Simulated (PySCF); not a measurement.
Eu2O(OH)2 at several levels of theory

Computed with PySCF 2.14.0 (density fitting, no spin-orbit coupling) at the geometry relaxed with TPSS:

```xyz
7
Eu2O(OH)2 (singlet in the valence; each metal's 4f electrons, 7 of them, lie in its core potential, out of spins and levels)
Eu   -1.2753    0.0000    2.1672
Eu   -1.2753    0.0000   -2.1672
O    -1.5649    0.0000    0.0000
O     0.7155    0.0000    3.0882
H     1.6853    0.0000    3.1031
O     0.7155    0.0000   -3.0882
H     1.6853    0.0000   -3.1031
```

```
    level                                              basis    state  HOMO (eV)  gap (eV)  charge on Eu1 (e)  population of f-type functions on Eu1 (polarisation alone where 4f lies in the core)  dipole about the centre of mass (D)  largest force component (eV/Å)
     TPSS  Eu lcecp-0-SVP with ECP53, O def2-SVP, H def2-SVP  singlet          –         –               0.74                                                                                  0.04                                 6.81                            0.01
    TPSSh                                           the same  singlet          –         –               0.79                                                                                  0.04                                 7.04                            0.23
       HF                                           the same  singlet          –         –               1.11                                                                                  0.04                                 8.31                            1.98
     BP86                                           the same  singlet          –         –               0.68                                                                                  0.04                                 6.59                            0.12
CAM-B3LYP                                           the same  singlet          –         –               0.80                                                                                  0.04                                 7.23                            0.47
```

In the lcecp rows the 4f levels are missing from HOMO and gap, and the state counts the valence alone.

Charges are Mulliken's, which hang on the basis. The relaxation used the grid (50, 194), these runs (75, 302) or, all-electron (x2c bases, spin-free X2C Hamiltonian), (99, 590).

Problem. What does TPSS with Eu lcecp-0-TZVP with ECP53, O def2-TZVP, H def2-TZVP give here?

Solution. state singlet, charge on Eu1 (e) 1.10, population of f-type functions on Eu1 (polarisation alone where 4f lies in the core) 0.04, dipole about the centre of mass (D) 7.53, largest force component (eV/Å) 0.37. Time: 33 s on 2 threads of Arm Neoverse V2, on a shared host, from free ions and atoms.

No frequency check is given that shows the relaxed geometry to be a minimum. An lcecp potential fixes the number of 4f electrons, so in runs with it no electron can move into or out of that shell.
